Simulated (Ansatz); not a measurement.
The first iterations of a band of C₂H₅FOSe (10 atoms, charge 0, multiplicity 1).

These are results of RKS PBE/def2-SVP in Ansatz 0.2.0, not measurements.

| Item | Value |
| --- | --- |
| movable images | 5 |
| climbing image | yes |
| spring | 5.0 eV/Å² |
| optimiser | quadratic models (default) |
| start path | through a guess of the saddle point |
| force threshold | 0.05 eV/Å |
| iteration limit | 60 |
| end points | relaxed |

Initial state:

```xyz
10
Properties=species:S:1:pos:R:3
C -0.762 0.233 1.253
O -0.401 0.513 -0.101
C 0.352 -0.466 -0.687
F -0.396 -1.601 -0.958
Se 1.020 0.168 -2.448
H -1.305 1.119 1.631
H -1.423 -0.658 1.319
H 0.140 0.060 1.885
H 1.204 -0.790 -0.040
H 1.655 1.371 -1.852
```

Final state:

```xyz
10
Properties=species:S:1:pos:R:3
C -0.791 0.102 1.746
O -0.314 0.550 0.284
C 0.253 -0.415 -0.628
F -0.660 -1.372 -0.916
Se 0.734 0.453 -2.365
H -1.048 1.044 -0.142
H -1.122 -0.947 1.548
H 0.211 0.031 2.237
H 1.111 -0.845 -0.072
H 1.710 1.348 -1.688
```

| iteration | highest image above the first end (eV) | largest band force component (eV/Å) |
| --- | --- | --- |
| 1 | 4.689 | 5.231 |
| 2 | 4.250 | 2.435 |
| 3 | 4.101 | 1.791 |
| 4 | 4.033 | 1.011 |
| 5 | 3.971 | 0.625 |

**Question.** Does the band converge within its limit, and where does its top end?

**Answer.** The forces met the threshold. It ended after 17 iterations with the highest image 4.001 eV above the first end. Neighbouring images differ by up to 2.2 eV, so the band resolves the path poorly. A vibrational analysis at the climbing image gives one clearly imaginary mode, 765i cm⁻¹: a first-order saddle point. The orbitals stay closed-shell, which can raise the energy where a bond breaks towards radicals; this wasn't checked here.

Run time: 3.3 min on 2 threads of Arm Neoverse V1 (shared host), peak memory 0.15 GiB.
